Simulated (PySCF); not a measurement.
# Splitting trees

Geometry (Å), atoms numbered from 1 in this order:
```xyz
12

O     2.454   -0.873    0.102
N     1.274   -0.453    0.052
C     0.231   -1.317    0.018
C    -1.070   -0.880   -0.037
C    -1.347    0.479   -0.060
C    -0.274    1.358   -0.025
C     1.011    0.875    0.030
H     0.502   -2.361    0.039
H    -1.866   -1.608   -0.063
H    -2.361    0.840   -0.102
H    -0.432    2.425   -0.041
H     1.880    1.513    0.059
```

PySCF 2.14.0 with density-fitted response routines calculation with PBE0/pcSseg-1 with gauge-including orbitals, coordinates at the GFN2-xTB level and J: B3LYP/pcJ-1 (spin–dipole term only in couplings to heteroatoms); one conformer, no solvent model, averaged over atoms made equivalent by symmetry, fast rotation or ring inversion, non-relativistic.

Chemical shifts δ = σref − σ; ¹H (31.72 ppm) and ¹³C (186.93 ppm) against TMS, all at this level.

Spectrometer: 600 MHz for ¹H. First-order analysis; couplings under 1 Hz (under 4 Hz in carbon signals) are ignored, and nearly equal couplings are merged; the smaller ones broaden or split the lines further.

(1) What pattern does H10 show (¹H)?

(2) What pattern does C5 show in the proton-coupled ¹³C spectrum?

Results:

(1) A triplet at δ 6.93: 8.5 Hz to H9/H11 (2 × ¹H, 3 bonds away). Lines in Hz from the centre (relative intensity): +8.5 (1), +0.0 (2), -8.5 (1). The outer lines are 17.0 Hz apart, the sum of the couplings kept, or 0.028 ppm at this field.

(2) A doublet of triplets at δ 123.8: 173.0 Hz to H10 (1 × ¹H, 1 bond away), 7.6 Hz to H8/H12 (2 × ¹H, 3 bonds away). Lines in Hz from the centre (relative intensity): +94.1 (1), +86.5 (2), +78.9 (1), -78.9 (1), -86.5 (2), -94.1 (1). The outer lines are 188.2 Hz apart, the sum of the couplings kept, or 1.247 ppm at this field.

Unscaled 3J(H,H) at this level run about 10 % above measured values.
